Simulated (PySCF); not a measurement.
## Radial density of Ni²⁺ (nickel, charge +2)

LDA, [Ar] 3d8, high-spin 3F determinant. All numbers are calculated (PySCF 2.14, scalar relativity by spin-free X2C-1e, in x2c-SVPall).

```
r (bohr)  4πr²ρ (e/bohr)  4πr²(ρα − ρβ)
0.000831          0.1726         0.0000
 0.00140          0.4697         0.0000
 0.00235           1.212         0.0000
 0.00395           2.901         0.0000
 0.00665           6.662         0.0000
  0.0112           13.90         0.0001
  0.0188           24.67         0.0001
  0.0316           33.35         0.0002
  0.0532           31.07         0.0009
  0.0895           27.02         0.0102
   0.151           37.46         0.1006
   0.253           28.42         0.5368
   0.426           16.09         1.6030
   0.717           19.78         2.0494
    1.21           7.041         1.0062
    2.03          0.8803         0.1610
    3.41         0.03314         0.0046
    5.74       0.0003745         0.0000
```

Densities and radii are taken from the X2C orbitals without a picture-change correction, which distorts them close to the nucleus.
